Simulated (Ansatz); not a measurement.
closo-2-SB6 (no H on S) (B₆H₆S), relaxed as a singlet with RKS PBE0-D4/def2-SVP in Ansatz, starting from the GFN2-xTB geometry. Force threshold 0.02 eV/Å.

Start:

Cartesian coordinates in Å:
```
B 1.119 -0.441 -0.874
B 0.766 0.632 0.603
B -0.785 -0.142 0.998
B -0.928 1.160 0.050
B -0.735 -0.512 -0.739
B 0.454 -1.111 0.439
S 0.304 1.151 -1.322
H 1.992 -0.735 -1.598
H 1.550 1.335 1.121
H -1.456 -0.359 1.933
H -1.631 2.098 0.036
H -1.448 -0.951 -1.562
H 0.799 -2.124 0.915
```

(1) Estimate the energy that the relaxation releases and the steps that it takes.

(2) Does the start keep its bonding and symmetry?

(3) Predict the relaxed structure.

## Answers

(1) 0.13 eV, in 7 steps; 15 s on 4 threads of Arm Neoverse V1 on a shared host. No frequencies were taken in this run, so the end may be a saddle point.

(2) By distances, no bond broke or formed. The bond that changes most is B2–S7, from 2.05 to 2.12 Å (atoms count from 1). Point group C2v at the start, C2v at the end, both within 0.05 Å.

(3) 
```xyz
13

B     1.131   -0.428   -0.898
B     0.780    0.621    0.653
B    -0.784   -0.137    0.992
B    -0.931    1.184    0.032
B    -0.763   -0.556   -0.728
B     0.455   -1.106    0.434
S     0.310    1.171   -1.344
H     2.030   -0.777   -1.606
H     1.580    1.337    1.185
H    -1.517   -0.276    1.930
H    -1.675    2.121    0.065
H    -1.492   -1.006   -1.565
H     0.876   -2.147    0.850
```
Bond lengths: 11 × B–B 1.64 to 1.91 Å; 4 × B–S 1.85 to 2.12 Å; 6 × B–H 1.20 Å.
